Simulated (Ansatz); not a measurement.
A nudged elastic band was laid between two geometries of ClGeH$_{3}$OSn (7 atoms, charge 0, multiplicity 1).

These are results of RKS PBE-D4/def2-SVP in Ansatz, not measurements.

```yaml
movable_images: 7
climbing_image: yes
spring: 5.0 eV/Å²
optimiser: quadratic models (default)
start_path: through a guess of the saddle point
force_threshold: 0.05 eV/Å
iteration_limit: 60
end_points: relaxed
```

Initial state:

```xyz
7
Properties=species:S:1:pos:R:3
Cl -2.702 -1.192 0.700
Sn -0.436 -1.184 -0.062
O -0.185 0.715 -1.083
Ge 0.912 0.974 0.303
H -0.418 -2.320 -1.374
H 0.451 1.913 1.452
H 2.440 1.026 0.019
```

Final state:

```xyz
7
Properties=species:S:1:pos:R:3
Cl -2.310 -0.991 1.005
Sn -0.087 -1.179 0.075
O -0.038 1.077 -0.388
Ge 1.426 0.903 0.975
H -0.492 -1.710 -1.554
H -0.848 1.403 0.061
H 2.410 0.430 -0.220
```

**Question.** What changes between the two ends?

**Answer.** Bonds broken: Ge4–H6. Bonds formed: O3–H6.

**Question.** What energy profile does the band end with?

**Answer.** The forces met the threshold. The highest image is number 4 of 0 to 8, 164.0 kJ/mol above the first end and 246.5 kJ/mol above the last; the last end lies 82.6 kJ/mol below the first. A vibrational analysis at the climbing image gives one clearly imaginary mode, 1196i cm⁻¹: a first-order saddle point. The orbitals stay closed-shell, which can raise the energy where a bond breaks towards radicals; this wasn't checked here.

```tsv
image	path coordinate (Å)	energy (kJ/mol)	Ge4–H6 (Å)	O3–H6 (Å)
0	0.00	0.0	1.55	2.87
1	0.37	6.1	1.54	2.73
2	0.73	44.9	1.53	2.40
3	1.10	117.5	1.53	2.02
4	1.47	164.0	1.59	1.63
5	1.87	62.3	1.79	1.14
6	2.28	-37.9	2.15	0.98
7	2.68	-75.1	2.42	0.98
8	3.09	-82.6	2.50	0.98
```

**Question.** What is the geometry of the highest image?

**Answer.** 
```xyz
7
Properties=species:S:1:pos:R:3:forces:R:3
Cl -2.633 -1.263 0.868 0.00 0.00 0.00
Sn -0.433 -1.052 -0.022 0.00 0.01 0.00
O -0.211 0.884 -0.795 -0.01 0.00 -0.01
Ge 1.174 0.819 0.721 0.01 -0.01 0.00
H -0.341 -2.019 -1.448 0.00 0.00 0.00
H -0.099 1.755 0.576 0.00 0.00 0.00
H 2.603 0.807 0.054 0.00 0.00 0.00
```

**Question.** What are the harmonic wavenumbers there?

**Answer.** 1196i, 71, 92, 195, 231, 356, 444, 476, 526, 550, 573, 746, 1838, 1892, 1984 cm⁻¹.

Run time: 2.2 min on 2 threads of Arm Neoverse V2, with other jobs on the host, peak memory 0.15 GiB.
